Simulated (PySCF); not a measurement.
Atom-mapped SMILES (the numbers label the heavy atoms): `[cH:1]1[cH:2][cH:3][c:4]2[cH:5][n:6][cH:7][cH:8][c:9]2[cH:10]1`; H(Xn) means a hydrogen on atom n.

Geometry: PBE0-D3(BJ)/def2-SVP; GIAO absolute shieldings from PySCF 2.14.0 with density-fitted response routines, gas phase, non-relativistic, averaged over equivalent atoms.

At PBE0/pcSseg-1 (205 basis functions, 33 s wall time on 1 thread of an Arm Neoverse V2, shared host):
```csv
atoms,σ (ppm)
C5,26.6
C7,34.2
C9,45.2
C1,49.2
C3,50.6
C10,52.0
C2,52.3
C4,53.0
C8,59.3
N6,-91.2
H(C5),21.89
H(C7),22.39
H(C3),23.21
H(C10),23.29
H(C1),23.44
H(C2),23.52
H(C8),23.65
```

Estimate the result of repeating the calculation with CAM-B3LYP/pcSseg-1.

Answers


```csv
atoms,σ at CAM-B3LYP/pcSseg-1,change
C5,20.6,-6.0
C7,28.7,-5.5
C9,38.0,-7.2
C1,43.4,-5.8
C3,44.9,-5.7
C10,47.0,-5.0
C2,47.1,-5.2
C4,46.4,-6.6
C8,54.3,-5.0
N6,-99.1,-7.9
H(C5),22.03,+0.14
H(C7),22.53,+0.14
H(C3),23.31,+0.10
H(C10),23.40,+0.11
H(C1),23.54,+0.10
H(C2),23.65,+0.13
H(C8),23.76,+0.11
```

The largest change is at N6 (pyridine-type ring nitrogen). Cost: 205 basis functions, 41 s wall time on 1 thread of an Arm Neoverse V2, shared host. The order of the carbon signals changes between the two levels.
